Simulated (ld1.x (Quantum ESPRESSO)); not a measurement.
Ranking ultrasoft potentials for Pd

All share these settings but for the change named:

ld1.x (Quantum ESPRESSO) 7.5 input, shortened:

```
&input
   title='Pd', zed=46., rel=1, dft='PZ', iswitch=3,
   config='[Kr] 4d10 5s0 5p0'
 /
 &inputp
   pseudotype=3, tm=.true., lloc=-2, rcloc=1.95,
   nlcc=.true., rcore=1.20,
   which_augfun='PSQ', rmatch_augfun_nc=.true.
 /
6
4S  1  0   2.00   0.00  1.45  1.60  0.0
5S  2  0   0.00   0.00  1.45  1.60  0.0
4P  2  1   6.00   0.00  1.85  2.20  0.0
5P  3  1   0.00   0.00  1.85  2.20  0.0
4D  3  2  10.00   0.00  1.10  1.20  0.0
4D  3  2   0.00   0.05  1.10  1.20  0.0
 &test
   configts(1)='4s2 4p6 4d10 5s0 5p0'
 /
```

Test errors are all-electron minus pseudo excitation energies from the reference, over 4s2 4p6 4d9 5s0 5p0; 4s2 4p6 4d8 5s0 5p0; 4s2 4p6 4d7 5s0 5p0; 4s2 4p6 4d9 5s0 5p1; 4s2 4p6 4d9 5s1 5p0; 4s2 4p6 4d8 5s1 5p0; 4s2 4p6 4d9.5 5s0 5p0. None of these files shows a bound ghost.

The base gives 21.2 meV.

Of 9 variants that were run, those that failed, showed a ghost or another fault, or gave nearly equal values are left out.

A variant can come out equal or close to the base, since the largest error may sit in a test that the change hardly touches while other tests move.

Problem. Rank these variants by their largest absolute test error, smallest first.
A. local potential all-electron potential smoothed inside 2.28 bohr (lloc = -2)
B. local potential all-electron potential smoothed inside 2.10 bohr (lloc = -2)
C. local potential all-electron potential smoothed inside 1.14 bohr (lloc = -2)

Solution. A (17.1 meV), B (19.6 meV), C (24.3 meV).
